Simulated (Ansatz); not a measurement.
Start from `NB(O[SiH3])O[SiH3]` and change one atom or group to get `COB(N)O[SiH3]`.

Ansatz, PBE0-D4/def2-TZVP geometries, multiplicity 1. Each molecule was computed in one conformer, which needn't be the lowest.

| property | `NB(O[SiH3])O[SiH3]` |
| --- | --- |
| LUMO energy (B3LYP/def2-TZVPP) / eV | -0.25 |
| size of the dipole moment (B3LYP/def2-TZVPP) / D | 0.88 |
| LUMO energy (ωB97M-V/def2-TZVPP) / eV | 1.53 |
| HOMO–LUMO gap (ωB97M-V/def2-TZVPP) / eV | 11.64 |
| LUMO energy (PBE/def2-TZVPP) / eV | -0.86 |
| HOMO energy (ωB97M-V/def2-TZVPP) / eV | -10.12 |

(1) What does the change do to each property? (Estimate.)

Results:

(1) Ansatz gave: 
```tsv
property	`COB(N)O[SiH3]`	shift
LUMO energy (B3LYP/def2-TZVPP) / eV	-0.01	0.24
size of the dipole moment (B3LYP/def2-TZVPP) / D	0.70	-0.18
LUMO energy (ωB97M-V/def2-TZVPP) / eV	1.78	0.25
HOMO–LUMO gap (ωB97M-V/def2-TZVPP) / eV	11.61	-0.03
LUMO energy (PBE/def2-TZVPP) / eV	-0.62	0.24
HOMO energy (ωB97M-V/def2-TZVPP) / eV	-9.82	0.30
```

With PBE0 the HOMO rises by 0.30 eV and the LUMO rises by 0.25 eV, so the gap narrows by about 0.05 eV. PBE moves the HOMO by 0.35 eV and ωB97M-V by 0.30 eV. Dipoles are sizes alone; their direction can turn.

B3LYP here is the variant with VWN-RPA as its local correlation; programs differ in this.
